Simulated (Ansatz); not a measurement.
Molecule: P2H3, net charge 0, doublet state. It need not be the lowest isomer of its formula. 
Geometry from a B3LYP-D3(BJ)/def2-TZVP (Ansatz, a program for electronic structure) optimisation:
```
P
H 1 1.4160
H 1 1.4187 2 95.53
P 1 2.1895 2 97.11 3 100.93
H 4 1.4237 1 92.01 2 -157.85
```
Charge 0, spin multiplicity 2.

Parts of the frozen-core correlation energy in def2-SVPD (Ansatz, hartree). Frozen orbitals: 10; correlated occupied orbitals by spin: 7 and 6; virtual: 55 and 56. UHF or UKS for open shells. Spin-orbit coupling is left out. Non-relativistic.

```
term                            value
-------------------------  ----------
reference (HF)             -682.98847
MP2 opposite-spin            -0.18720
MP2 same-spin                -0.04900
CCSD correlation             -0.27985
(T)                          -0.01012
T1 diagnostic                   0.020
largest doubles amplitude       0.026
<S^2> of the reference          0.770
```
